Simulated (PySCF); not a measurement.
B3LYP has the VWN-RPA correlation part, as in Gaussian. 

Species: [Hf(Br)4] (charge 0, multiplicity 1).

**Question.** What is the computed HOMO–LUMO gap, dipole moment and LUMO (PySCF with B3LYP-D3(BJ)/def2-TZVP // r2SCAN-D4/def2-SVP)?

**Answer.** 
The HOMO–LUMO gap is 6.02 eV and the dipole moment is 0.00 D. The LUMO comes out as -2.61 eV.
